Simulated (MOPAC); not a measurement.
Diatomic SF, multiplicity 2 (the spin of the measured ground state).

Seven points along R, fitted to fifth degree in 1/R; most abundant isotopes. Runs in def2 and cc sets follow the lowest solution found near the PBE0 minimum.

The state that PM6 reach isn't checked.

Run with MOPAC for PM6 (differences of heats of formation). Values without a source in brackets are computed.

Energies at PM6:

| R (Å) | E (hartree) |
|---|---|
| 1.482665 | -0.00928968 |
| 1.522521 | -0.01048848 |
| 1.559189 | -0.01053111 |
| 1.600640 | -0.00947372 |
| 1.642091 | -0.00735326 |
| 1.689919 | -0.00371693 |
| 1.745718 | 0.00195908 |

**Question.** With a reduced mass of 11.9171 u, find the minimum, the force constant and the constants.

**Answer.** A fifth-degree polynomial in 1/R puts the minimum at r_e = 1.5423 Å with force constant 312 N/m. Then ω_e = (1/2πc)√(k/μ) = 666 cm⁻¹ and B_e = h/(8π²cμr_e²) = 0.5947 cm⁻¹; the cubic and quartic terms give α_e = 0.0010 and ω_e x_e = 0.11 cm⁻¹.
